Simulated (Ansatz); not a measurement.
CH₄BCl₃Si, SMILES `CB[Si](Cl)(Cl)Cl` at its PBE0-D4/def2-TZVP geometry, where that method's forces vanish. Total charge 0; spin multiplicity 1.

```csv
atom,x (Å),y (Å),z (Å)
C1,0.609,-1.359,-0.631
B2,0.759,0.045,-0.012
Si3,-0.814,1.186,0.499
Cl4,-2.620,0.260,0.222
Cl5,-0.793,2.870,-0.668
Cl6,-0.708,1.750,2.464
H7,0.608,-2.015,0.260
H8,-0.334,-1.555,-1.142
H9,1.456,-1.685,-1.237
H10,1.836,0.503,0.245
```

Question: For each bond, give half the difference of the two atoms' forces along it (eV/Å; positive pushes the atoms apart) under PBE-D4, r2SCAN-D4, B3LYP-D4, ωB97M-V in def2-TZVPP. (An estimate is asked.)

Answer: The calculation gave: 
| bond | length (Å) | PBE-D4 | r2SCAN-D4 | B3LYP-D4 | ωB97M-V |
| --- | --- | --- | --- | --- | --- |
| C1–B2 | 1.542 | -0.07 | 0.02 | 0.09 | 0.13 |
| C1–H7 | 1.107 | 0.16 | 0.01 | -0.04 | -0.05 |
| C1–H8 | 1.091 | 0.12 | -0.01 | -0.04 | -0.06 |
| C1–H9 | 1.091 | 0.13 | -0.02 | -0.03 | -0.07 |
| B2–Si3 | 2.009 | -0.17 | -0.06 | -0.10 | -0.08 |
| B2–H10 | 1.198 | 0.09 | -0.01 | -0.14 | -0.14 |
| Si3–Cl4 | 2.049 | 0.22 | 0.07 | 0.16 | 0.05 |
| Si3–Cl5 | 2.049 | 0.22 | 0.07 | 0.16 | 0.03 |
| Si3–Cl6 | 2.047 | 0.22 | 0.07 | 0.16 | 0.04 |

B3LYP here is the variant with VWN-RPA as its local correlation; programs differ in this.

All numbers were calculated with Ansatz.
